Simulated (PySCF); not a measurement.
## [GaH12O6]3+: core ionisation energies

Compound: [Ga(H2O)6]3+ (charge +3).
Cartesian coordinates in Å at the PBE0-D3(BJ)/def2-SVP level; atoms count from 1:
```
atom  x, y, z in Å
Ga1   -0.001    0.000    0.000
O2    -0.023    0.111    1.990
H3    -0.098    0.930    2.517
H4     0.037   -0.638    2.614
O5     0.022   -0.111   -1.990
H6     0.107   -0.929   -2.517
H7    -0.046    0.637   -2.615
O8     1.988    0.152    0.013
H9     2.555    0.246    0.803
H10    2.570    0.149   -0.772
O11   -1.988   -0.154   -0.013
H12   -2.569   -0.153    0.773
H13   -2.558   -0.240   -0.802
O14   -0.154    1.985   -0.102
H15    0.588    2.619   -0.127
H16   -0.983    2.498   -0.163
O17    0.155   -1.985    0.102
H18   -0.586   -2.621    0.122
H19    0.985   -2.497    0.168
```

Method used: delta-SCF UKS SCAN, pcX-2 on the ionised atom, pcseg-1 elsewhere, spin-free X2C (PySCF). Each binding energy is the total energy of the core-ionised species, with the hole localised on one atom, minus that of the ground state; both are solved self-consistently, so orbital relaxation is included.

Problem. List the computed XPS lines with their assignment.

Solution. 
```
atom(s)   bonded to  level  binding energy (eV)  count
O2 (×6)  2 H and Ga   O 1s               554.37      6
```

Problem. Which photon energy gives electrons from O 1s of O2 (atom 2) (×6) a kinetic energy of 50 eV, and what is their de Broglie wavelength?

Solution. hν = 554.37 + 50 = 604.37 eV, recoil neglected; λ = 12.264 Å/√(E/eV) = 1.73 Å.

The first atom of each set that the bonding makes equivalent was ionised and stands for the set. No level of gallium is listed. The species carries charge +3, so core ionisation leaves charge +4. The ion is multiply charged and computed without counter-ions or solvent.
